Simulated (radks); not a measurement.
Q: The vanadium ion V4+, configuration [Ar] 3d1. Method: scalar-relativistic Kohn-Sham, r2SCAN, spin-polarised, spherical densities, finite nucleus; open shells are filled with parallel spins first; meta-GGA in the generalised Kohn-Sham scheme; Fermi nuclear charge, rms radius 3.6002 fm; computed with a radial shooting solver on a logarithmic mesh with Libxc functionals. Some entries of the table are withheld. Estimate them.

| orbital | occ. | eigenvalue (hartree) | <1/r> (bohr^-1) |
|---|---|---|---|
| 1s down | 1 | -199.9745 | 22.84 |
| 1s up | 1 | -199.9740 | 22.84 |
| 2s up | 1 | -24.54038 | 4.816 |
| 2s down | 1 | -24.51686 | 4.820 |
| 2p up | 3 | -20.78480 | 4.702 |
| 2p down | 3 | -20.76670 | 4.705 |
| 3s up | 1 | -4.64487 | 1.524 |
| 3s down | 1 | -4.58320 | 1.520 |
| 3p up | 3 | (1) | 1.408 |
| 3p down | 3 | (2) | 1.405 |
| 3d up | 1 | -2.03398 | 1.166 |
| 3d down | 0 | -1.96823 | 1.166 |

A: 
(1) 3p up eigenvalue (hartree): -3.61369
(2) 3p down eigenvalue (hartree): -3.55224
